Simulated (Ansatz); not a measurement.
Consider the substitution at a C–Te bond: `O=C[Te][SiH3]` + `N[SiH3]` → `O=CN[SiH3]` + `[SiH3][TeH]`.

Calculated with Ansatz (gas phase, PBE0-D4/def2-TZVP geometries, no zero-point term in ΔE). CBS: MP2 limit from def2 TZ/QZ plus the TZ coupled-cluster correction, frozen cores. This one scheme is used for every species. Elements past krypton have def2 core potentials. For Te outer-core shells are correlated without core-valence functions, which leaves a few kJ/mol of doubt a bond. One conformer a species, not always the lowest.

`O=C[Te][SiH3]`:

Cartesian coordinates in Å:
```
O -2.355 -0.754 -1.842
C -1.437 -0.562 -1.117
Te -0.680 1.408 -0.653
Si 1.086 0.479 0.840
H -0.872 -1.365 -0.602
H 0.891 -0.996 0.790
H 0.925 0.964 2.232
H 2.443 0.826 0.351
```

`N[SiH3]`:

```xyz
7

N     0.455    0.359    0.896
Si   -0.343   -0.129   -0.548
H     1.413    0.668    0.855
H     0.279   -0.138    1.754
H    -0.121    0.926   -1.571
H     0.109   -1.424   -1.140
H    -1.792   -0.262   -0.246
```

`O=CN[SiH3]`:

Z-matrix (Å, degrees):
```
Si
N 1 1.760
H 1 1.480 2 110.9
H 1 1.485 2 103.9 3 118.2
H 1 1.480 2 110.9 3 -123.5
C 2 1.356 1 119.0 3 61.8
H 2 1.007 1 123.5 3 -118.3
O 6 1.210 2 122.5 1 0.0
H 6 1.105 2 114.9 1 180.0
```

`[SiH3][TeH]`:

Cartesian coordinates in Å:
```
Si 0.113 -0.577 -0.276
Te -1.221 1.177 0.892
H 1.282 -0.999 0.535
H -0.821 -1.717 -0.445
H 0.581 -0.107 -1.603
H 0.067 2.223 0.896
```

```
        level  ΔE (kJ/mol)
HF/def2-TZVPP        -80.1
HF/def2-QZVPP        -79.3
```

**Question.** What does CCSD(T)/CBS give? (An estimate is asked.)

**Answer.** Computed: -48.6 kJ/mol. The listed levels differ from it by -31.5, -30.7 kJ/mol.

Largest T1 diagnostic among the species: 0.016.

In def2-TZVPP, CCSD(T) changes the Hartree–Fock value by +26.2 kJ/mol (the triples alone add +5.8 kJ/mol) and MP2 by +29.6 kJ/mol. From PBE to PBE0 (25 % exact exchange), in def2-TZVPP and without D4, ΔE moves by −12.6 kJ/mol.
